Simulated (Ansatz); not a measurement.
Frontier orbitals of `C[N]=[W]([CH3])(=[O])[N](C)C`.

```xyz
20

C     3.158    0.283    0.435
N     1.779   -0.039    0.342
W     0.348   -0.650   -0.477
C    -0.184   -2.403    0.613
O     0.618   -1.143   -2.101
N    -1.101    0.627   -0.277
C    -2.207    0.614   -1.216
C    -1.153    1.753    0.629
H     3.702    0.064   -0.491
H     3.625   -0.284    1.248
H     3.288    1.347    0.665
H     0.613   -3.148    0.553
H    -1.095   -2.845    0.197
H    -0.354   -2.168    1.667
H    -2.119   -0.221   -1.914
H    -2.237    1.542   -1.800
H    -3.161    0.515   -0.684
H    -2.063    1.710    1.241
H    -1.167    2.700    0.075
H    -0.289    1.747    1.292
```

The species carries charge 0 and has multiplicity 1. Correlated methods include outer-core shells of W, which these sets cover unevenly. W takes the def2 core potential. All single points use the PBE0-D4/def2-TZVP geometry. It is one conformer, not always the lowest. Basis def2-TZVPP, the Gaussian-basis code of Ansatz.

```tsv
functional	HOMO (eV)	LUMO (eV)	gap (eV)
PBE	-5.56	-1.62	3.94
revPBE	-5.50	-1.54	3.96
r2SCAN	-5.80	-1.49	4.31
B97M-V	-5.92	-1.49	4.43
PBE0	-6.84	-0.83	6.01
r2SCANh	-6.28	-1.20	5.08
r2SCAN0	-7.00	-0.75	6.25
HSE06 (plane-wave form)	-6.44	-1.20	5.24
CAM-B3LYP	-8.19	0.22	8.41
ωB97M-V	-9.09	1.16	10.25
```

From PBE to PBE0 the HOMO moves by −1.27 eV and the LUMO by +0.79 eV, and with ωB97M-V by −3.53 and +2.77 eV, so the gap grows from 3.95 to 10.25 eV with exact exchange. A positive LUMO is unbound and depends on the basis.
